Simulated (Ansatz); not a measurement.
Ansatz (an electronic-structure program) input (B3LYP-D3(BJ)/def2-TZVP):

Ansatz 0.2 input:
```yaml
crystal:
  periodic: [false, false, false]
  atoms:
    - {symbol: Ti, position_ang: [0.14789685, 0.00787169, -0.02023071]}
    - {symbol: H, position_ang: [-0.14811705, -0.48549481, 1.56461960]}
    - {symbol: H, position_ang: [-1.55716139, 0.55491103, -0.43645310]}
    - {symbol: H, position_ang: [-1.54845231, -0.24259329, -0.68309084]}
basis:
  gaussian:
    orbitals: def2-TZVP
hamiltonian:
  xc: b3lyp
  dispersion: d3bj
total_charge: 1
phonons: {temperatures: {t_min: 298.15, t_max: 298.15, t_step: 100}}
```

Output:

```
Functional definition: B3LYP
integrals: 0.02 GiB planned
587 factors; integrals over basis functions are off by at most 4.2e-4 eV
mean field: 0.16 GiB planned
mean field evaluation 1: about -23149.8150 eV, gradient 4.5e1 eV
mean field evaluation 2: about -23142.1738 eV, gradient 7.3e1 eV
mean field evaluation 4: about -23153.5247 eV, gradient 2.6e0 eV
mean field evaluation 8: about -23153.5390 eV, gradient 1.4e-1 eV
mean field evaluation 16: about -23153.5403 eV, gradient 5.1e-5 eV
mean field evaluation 32: about -23153.3106 eV, gradient 2.3e0 eV
mean field -23153.54032498 eV, -850.8769129098 hartree, gradient 5.1e-5 eV, S^2 0.000000; 5 other end points of the search recorded, 0 dependent functions left out
the calculation of the forces begins
reference -23153.54054108 eV, -850.8769208512 hartree; 12, 12 occupied and 51, 51 virtual orbitals, 587 factors
these checks for a lower state are left out or cut short: stability, starts, cluster_reference, orbital_swaps, neighbouring_geometries, increment
integrals: 0.02 GiB planned
587 factors; integrals over basis functions are off by at most 4.2e-4 eV
mean field: 0.16 GiB planned
mean field -23153.54028163 eV, -850.8769113168 hartree, gradient 1.0e-6 eV, S^2 0.000000; 0 other end points of the search recorded, 0 dependent functions left out
the calculation of the forces begins
reference -23153.54049770 eV, -850.8769192571 hartree; 12, 12 occupied and 51, 51 virtual orbitals, 587 factors
these checks for a lower state are left out or cut short: stability, starts, cluster_reference, orbital_swaps, neighbouring_geometries, increment
integrals: 0.02 GiB planned
587 factors; integrals over basis functions are off by at most 4.2e-4 eV
mean field: 0.16 GiB planned
mean field -23153.54029035 eV, -850.8769116372 hartree, gradient 2.3e-6 eV, S^2 0.000000; 0 other end points of the search recorded, 0 dependent functions left out
the calculation of the forces begins
reference -23153.54050648 eV, -850.8769195796 hartree; 12, 12 occupied and 51, 51 virtual orbitals, 587 factors
these checks for a lower state are left out or cut short: stability, starts, cluster_reference, orbital_swaps, neighbouring_geometries, increment
integrals: 0.02 GiB planned
587 factors; integrals over basis functions are off by at most 4.2e-4 eV
mean field: 0.16 GiB planned
mean field -23153.54032588 eV, -850.8769129428 hartree, gradient 3.0e-6 eV, S^2 0.000000; 0 other end points of the search recorded, 0 dependent functions left out
the calculation of the forces begins
reference -23153.54054199 eV, -850.8769208847 hartree; 12, 12 occupied and 51, 51 virtual orbitals, 587 factors
these checks for a lower state are left out or cut short: stability, starts, cluster_reference, orbital_swaps, neighbouring_geometries, increment
integrals: 0.02 GiB planned
587 factors; integrals over basis functions are off by at most 4.2e-4 eV
mean field: 0.16 GiB planned
mean field -23153.54029834 eV, -850.8769119307 hartree, gradient 2.0e-6 eV, S^2 0.000000; 0 other end points of the search recorded, 0 dependent functions left out
the calculation of the forces begins
reference -23153.54051442 eV, -850.8769198715 hartree; 12, 12 occupied and 51, 51 virtual orbitals, 587 factors
these checks for a lower state are left out or cut short: stability, starts, cluster_reference, orbital_swaps, neighbouring_geometries, increment
integrals: 0.02 GiB planned
587 factors; integrals over basis functions are off by at most 4.2e-4 eV
mean field: 0.16 GiB planned
mean field evaluation 64: about -23153.5403 eV, gradient 3.3e-5 eV
mean field -23153.54027899 eV, -850.8769112195 hartree, gradient 2.9e-6 eV, S^2 0.000000; 0 other end points of the search recorded, 0 dependent functions left out
the calculation of the forces begins
reference -23153.54049510 eV, -850.8769191616 hartree; 12, 12 occupied and 51, 51 virtual orbitals, 587 factors
these checks for a lower state are left out or cut short: stability, starts, cluster_reference, orbital_swaps, neighbouring_geometries, increment
integrals: 0.02 GiB planned
587 factors; integrals over basis functions are off by at most 4.2e-4 eV
mean field: 0.16 GiB planned
mean field -23153.54029880 eV, -850.8769119477 hartree, gradient 1.0e-6 eV, S^2 0.000000; 0 other end points of the search recorded, 0 dependent functions left out
the calculation of the forces begins
reference -23153.54051488 eV, -850.8769198884 hartree; 12, 12 occupied and 51, 51 virtual orbitals, 587 factors
these checks for a lower state are left out or cut short: stability, starts, cluster_reference, orbital_swaps, neighbouring_geometries, increment
integrals: 0.02 GiB planned
587 factors; integrals over basis functions are off by at most 4.2e-4 eV
mean field: 0.16 GiB planned
mean field -23153.54032700 eV, -850.8769129841 hartree, gradient 2.3e-6 eV, S^2 0.000000; 0 other end points of the search recorded, 0 dependent functions left out
the calculation of the forces begins
reference -23153.54054310 eV, -850.8769209256 hartree; 12, 12 occupied and 51, 51 virtual orbitals, 587 factors
these checks for a lower state are left out or cut short: stability, starts, cluster_reference, orbital_swaps, neighbouring_geometries, increment
integrals: 0.02 GiB planned
587 factors; integrals over basis functions are off by at most 4.2e-4 eV
mean field: 0.16 GiB planned
mean field -23153.54032030 eV, -850.8769127377 hartree, gradient 2.1e-6 eV, S^2 0.000000; 0 other end points of the search recorded, 0 dependent functions left out
the calculation of the forces begins
reference -23153.54053639 eV, -850.8769206789 hartree; 12, 12 occupied and 51, 51 virtual orbitals, 587 factors
these checks for a lower state are left out or cut short: stability, starts, cluster_reference, orbital_swaps, neighbouring_geometries, increment
integrals: 0.02 GiB planned
587 factors; integrals over basis functions are off by at most 4.2e-4 eV
mean field: 0.16 GiB planned
mean field -23153.54029680 eV, -850.8769118740 hartree, gradient 1.9e-6 eV, S^2 0.000000; 0 other end points of the search recorded, 0 dependent functions left out
the calculation of the forces begins
reference -23153.54051288 eV, -850.8769198149 hartree; 12, 12 occupied and 51, 51 virtual orbitals, 587 factors
these checks for a lower state are left out or cut short: stability, starts, cluster_reference, orbital_swaps, neighbouring_geometries, increment
integrals: 0.02 GiB planned
587 factors; integrals over basis functions are off by at most 4.2e-4 eV
mean field: 0.16 GiB planned
mean field evaluation 96: about -23153.5403 eV, gradient 2.6e-5 eV
mean field -23153.54032107 eV, -850.8769127659 hartree, gradient 2.8e-6 eV, S^2 0.000000; 0 other end points of the search recorded, 0 dependent functions left out
the calculation of the forces begins
reference -23153.54053718 eV, -850.8769207078 hartree; 12, 12 occupied and 51, 51 virtual orbitals, 587 factors
these checks for a lower state are left out or cut short: stability, starts, cluster_reference, orbital_swaps, neighbouring_geometries, increment
integrals: 0.02 GiB planned
587 factors; integrals over basis functions are off by at most 4.3e-4 eV
mean field: 0.16 GiB planned
mean field -23153.54027921 eV, -850.8769112275 hartree, gradient 1.6e-6 eV, S^2 0.000000; 0 other end points of the search recorded, 0 dependent functions left out
the calculation of the forces begins
reference -23153.54049533 eV, -850.8769191701 hartree; 12, 12 occupied and 51, 51 virtual orbitals, 587 factors
these checks for a lower state are left out or cut short: stability, starts, cluster_reference, orbital_swaps, neighbouring_geometries, increment
integrals: 0.02 GiB planned
587 factors; integrals over basis functions are off by at most 4.2e-4 eV
mean field: 0.16 GiB planned
mean field -23153.54027096 eV, -850.8769109245 hartree, gradient 2.3e-6 eV, S^2 0.000000; 0 other end points of the search recorded, 0 dependent functions left out
the calculation of the forces begins
reference -23153.54048702 eV, -850.8769188647 hartree; 12, 12 occupied and 51, 51 virtual orbitals, 587 factors
these checks for a lower state are left out or cut short: stability, starts, cluster_reference, orbital_swaps, neighbouring_geometries, increment
integrals: 0.02 GiB planned
587 factors; integrals over basis functions are off by at most 4.2e-4 eV
mean field: 0.16 GiB planned
mean field -23153.54031219 eV, -850.8769124395 hartree, gradient 1.7e-6 eV, S^2 0.000000; 0 other end points of the search recorded, 0 dependent functions left out
the calculation of the forces begins
reference -23153.54052829 eV, -850.8769203811 hartree; 12, 12 occupied and 51, 51 virtual orbitals, 587 factors
these checks for a lower state are left out or cut short: stability, starts, cluster_reference, orbital_swaps, neighbouring_geometries, increment
integrals: 0.02 GiB planned
587 factors; integrals over basis functions are off by at most 4.2e-4 eV
mean field: 0.16 GiB planned
mean field -23153.54032479 eV, -850.8769129027 hartree, gradient 2.1e-6 eV, S^2 0.000000; 0 other end points of the search recorded, 0 dependent functions left out
the calculation of the forces begins
reference -23153.54054088 eV, -850.8769208439 hartree; 12, 12 occupied and 51, 51 virtual orbitals, 587 factors
Total energy: -23153.60813005 eV, -850.8794047002 hartree
Atom 0 at     0.147897     0.007872    -0.020231 Å, force    -0.000002     0.000032    -0.000104 eV/Å
Atom 1 at    -0.148117    -0.485495     1.564620 Å, force     0.000009    -0.000049     0.000157 eV/Å
Atom 2 at    -1.557161     0.554911    -0.436453 Å, force    -0.000007     0.000287     0.000060 eV/Å
Atom 3 at    -1.548452    -0.242593    -0.683091 Å, force    -0.000001    -0.000271    -0.000113 eV/Å
Dipole moment:     0.340446     0.162905    -0.514733 e Å
Vibrations: 340.71 685.13 864.82 1467.59 1812.14 3034.16 cm⁻¹, zero-point energy 0.508618 eV
```

The spin state was set by rule; other spins were not relaxed.
